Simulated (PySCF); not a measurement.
VO3, SMILES [O]=[V](=[O])=[O] (connectivity only; charge and spin as stated), neutral, multiplicity 2. Atoms are numbered in the order given.

```xyz
4

V      0.0370     0.2484     0.0000
O      0.7707    -0.2488     1.3175
O     -1.6476    -0.2167     0.0000
O      0.7707    -0.2488    -1.3175
```
Charge 0, spin multiplicity 2.

Geometry optimised at B3LYP-D3(BJ)/def2-SVP. The multiplicity is an assumed one; other spin states were not compared.

Level of theory: ωB97X/def2-TZVPD (PySCF).

Mulliken values depend strongly on the basis, most of all with diffuse functions as here. ESP charges are fitted to the potential on shells at 1.4 to 2.0 van der Waals radii. Atomic charges (e):

| atom | meta-Löwdin | ESP fit | Mulliken spin |
|---|---|---|---|
| V1 | 1.42 | ___ | -0.20 |
| O2 | -0.50 | ___ | 0.12 |
| O3 | -0.41 | ___ | 0.97 |
| O4 | -0.50 | ___ | 0.12 |

Q: Complete the blanks. (An estimate is asked for; the answer gives what the named calculation found.)

A: 
- V1, ESP fit: 1.57
- O2, ESP fit: -0.58
- O3, ESP fit: -0.42
- O4, ESP fit: -0.58
